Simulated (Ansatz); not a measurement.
Species: CuCl, charge 0, multiplicity 3. The spin state was set by rule; other spins were not relaxed. SMILES of the parent species: [Cu][Cl]
Geometry from a B3LYP-D3(BJ)/def2-TZVP (Ansatz, an electronic-structure program) optimisation:
```
Cu
Cl 1 2.1784
```
Charge 0, spin multiplicity 3.

Wanted: atomisation energy (electronic, to ground-state atoms), in kJ/mol. Correlated levels leave the core frozen unless marked. UHF or UKS for open shells. Spin-orbit coupling is left out. The frozen core is the preceding noble-gas configuration, with the filled d and f shells of earlier blocks. Non-relativistic. The coupled-cluster limit lacks core correlation, which all-electron functionals hold. CBS(X,Y): correlation extrapolated as X^-3; Hartree-Fock from the larger set. [CCSD(T)-MP2]/basis is that difference in the basis named.

| level | program | atomisation energy (kJ/mol) | minus last row |
|---|---|---|---|
| HF/def2-SVP | Ansatz | 193.0 | 73.4 |
| PBE-D3(BJ)/def2-TZVPD | Ansatz + dftd3 | 142.2 | 22.6 |
| revPBE-D4/def2-TZVPD | Ansatz + dftd4 | 129.9 | 10.3 |
| B97M-V/def2-TZVPD | Ansatz | 142.1 | 22.5 |
| B3LYP/def2-TZVPD | Ansatz | 105.9 | -13.7 |
| PBE0-D4/def2-TZVP | Ansatz + dftd4 | 122.3 | 2.7 |
| PBE0/def2-TZVP | Ansatz | 119.9 | 0.3 |
| wB97M-V/def2-TZVPD | Ansatz | 123.2 | 3.6 |
| B2GP-PLYP-D3(BJ)/def2-TZVPD | Ansatz + dftd3 | 93.1 | -26.5 |
| B2PLYP-D3(BJ)/def2-TZVPD | Ansatz + dftd3 | 89.2 | -30.4 |
| MP2/def2-SVP | Ansatz | 41.5 | -78.1 |
| MP2/def2-TZVPPD | Ansatz | 36.1 | -83.5 |
| MP2/def2-QZVPPD | Ansatz | 42.7 | -76.9 |
| MP2/CBS(def2-TZVPP,def2-QZVPP) | Ansatz | 43.4 | -76.2 |
| RI-MP2/CBS(def2-TZVPPD,def2-QZVPPD) | Ansatz | 42.5 | -77.1 |
| SCS-MP2/6-31G* | Ansatz | 243.7 | 124.1 |
| SCS-MP2/def2-QZVPP | Ansatz | 65.3 | -54.3 |
| CCSD/STO-3G | Ansatz | 448.3 | 328.7 |
| CCSD(T)/def2-QZVPP | Ansatz | 120.2 | 0.6 |
| RI-MP2/CBS(def2-TZVPP,def2-QZVPP)+[CCSD(T)-MP2]/def2-SVP | Ansatz | 101.1 | -18.5 |
| CCSD(T)/CBS(def2-TZVPPD,def2-QZVPPD) | Ansatz | 119.6 | 0.0 |
